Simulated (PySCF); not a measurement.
Species: C6H8F (doublet state).
Geometry (GFN2-xTB, Å), atoms numbered from 1 in this order:
```
atom  x, y, z in Å
C1     2.0846    0.1982   -0.2517
C2     0.6077    0.1042   -0.0912
C3    -0.3103    1.0225   -0.3651
F4    -0.0681    2.2556   -0.8566
C5    -1.7186    0.6010   -0.0855
C6    -1.5102   -0.7733    0.4252
C7    -0.0710   -1.1312    0.4380
H8     2.5813    0.0511    0.7074
H9     2.3615    1.1724   -0.6461
H10    2.4404   -0.5732   -0.9344
H11   -2.3418    0.6386   -0.9908
H12   -2.2047    1.2677    0.6413
H13   -2.2980   -1.4321    0.7303
H14    0.2921   -1.3852    1.4442
H15    0.1507   -2.0083   -0.1871
```

Identity: `CC1=C(F)C[CH]C1` [radical].

Level of theory: UKS B3LYP, pcH-1 on C F H, non-relativistic, mean-field spin-orbit, GIAO in PySCF 2.14.0. Geometry: GFN2-xTB; no solvent, vibrations or thermal averaging. A GFN2-xTB geometry isn't a minimum of the functional, and hyperfine couplings can be far from their values at a DFT geometry. No stability test was run, so a lower SCF solution isn't excluded.

Mulliken spin populations: C1 0.000, C2 -0.002, C3 +0.003, F4 0.000, C5 -0.088, C6 +1.033, C7 -0.084, H8 0.000, H9 0.000, H10 0.000, H11 +0.046, H12 +0.046, H13 -0.042, H14 +0.044, H15 +0.044.

Q: What dipolar couplings does the calculation give for H8, H9, H10, H11, H12, H14, H15?

A: 
```csv
atom,position,distance from C6 (Å),T1 (MHz),T2,T3
H8,4 bonds from C6,4.18,-1.02,-0.92,1.94
H9,4 bonds from C6,4.46,-0.75,-0.75,1.50
H10,4 bonds from C6,4.18,-1.02,-0.92,1.94
H11,"β, 2 bonds from C6",2.17,-4.97,-3.81,8.78
H12,"β, 2 bonds from C6",2.17,-4.99,-3.85,8.84
H14,"β, 2 bonds from C6",2.16,-5.03,-3.88,8.92
H15,"β, 2 bonds from C6",2.16,-5.01,-3.84,8.85
```

Q: Estimate them with point dipoles: put each population ρk at its nucleus, leave out the nucleus itself and the atom bound to it, and sum T = Σ [ρk/(2S)]·C·(3 n nᵀ − 1)/r³ with C = μ0 gₑ μB g_N μN/(4π h) = 79.06 MHz Å³.

A: 
```tsv
atom	T1 (MHz)	T2	T3	T3, computed	difference in T3 (%)
H8	-1.00	-0.96	1.96	1.94	+1
H9	-0.81	-0.79	1.60	1.50	+7
H10	-0.99	-0.96	1.96	1.94	+1
H11	-8.55	-6.80	15.35	8.78	+75
H12	-8.54	-6.79	15.33	8.84	+73
H14	-8.64	-6.87	15.52	8.92	+74
H15	-8.65	-6.88	15.53	8.85	+76
```

Q: If all the spin sat on C6, T∥ = 2C/r³. What distance does the computed T3 of H8 then imply?

A: r = (2 × 79.06/1.94)^(1/3) = 4.34 Å, against 4.18 Å in the structure.

Hardware: AMD EPYC 9R45, one thread, shared host with 96 logical CPUs at a one-minute load of 51. Cost: 28 s of wall time (with the writing of density and orbital grids), 0.95 GiB resident at most.
